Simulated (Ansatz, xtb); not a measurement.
## C5H3NO: which of two isomers lies lower

Structure a is `N#Cc1ccco1`, a singlet and structure b is `C#Cc1cnco1`, a singlet. Both are isolated molecules in the gas phase, relaxed with B3LYP-D3(BJ)/def2-SVP.

Problem. Estimate which is lower in electronic energy at CCSD(T)/def2-SVP + ΔMP2/def2-TZVPP, and by roughly how much.

Solution. The CCSD(T)/def2-SVP + ΔMP2/def2-TZVPP calculation puts structure a lower, by 121.0 kJ/mol.

Level by level:

```
                             level               geometry  E(b) − E(a) (kJ/mol)  departure from the last row (kJ/mol)  job, with rough time for the two
                          GFN2-xTB               GFN2-xTB                   +53.4                                 −67.6              optimisation, 0.16 s
                         HF/STO-3G               GFN2-xTB                  +162.2                                 +41.1              single point, 0.58 s
                r2SCAN-D4/def2-SVP               GFN2-xTB                  +119.4                                  −1.7               single point, 3.2 s
             B3LYP-D3(BJ)/def2-SVP  B3LYP-D3(BJ)/def2-SVP                  +120.1                                  −0.9                optimisation, 38 s
                       HF/def2-SVP  B3LYP-D3(BJ)/def2-SVP                  +125.5                                  +4.4           part of the CCSD(T) run
                      MP2/def2-SVP  B3LYP-D3(BJ)/def2-SVP                  +132.5                                 +11.5           part of the CCSD(T) run
                  CCSD(T)/def2-SVP  B3LYP-D3(BJ)/def2-SVP                  +127.5                                  +6.4                      single point
CCSD(T)/def2-SVP + ΔMP2/def2-TZVPP  B3LYP-D3(BJ)/def2-SVP                  +121.0                                                      single point, 48 s
```

As drawn, b has 1 C≡C, 2 C∷N in place of 1 C≡N, 2 C∷C (∷ is an aromatic bond).

The levels shown agree on the order. The largest departure from CCSD(T)/def2-SVP + ΔMP2/def2-TZVPP is that of GFN2-xTB, 67.6 kJ/mol. The last row adds to CCSD(T) the change of the MP2 difference between the two basis sets, here −6.4 kJ/mol.

With thermal terms from frequencies at re-optimised GFN2-xTB minima (ideal gas, soft modes damped towards free rotors, one conformer each, 298.15 K, 1 atm): the zero-point term adds −3.8 kJ/mol; ΔH is +118.0 and ΔG +116.7 kJ/mol.

The correlated steps freeze 7 core orbitals. Programs: Ansatz 0.2.0, xtb 6.7.1; the last row on 2 threads of Intel(R) Xeon(R) Processor @ 2.70GHz on a shared host.
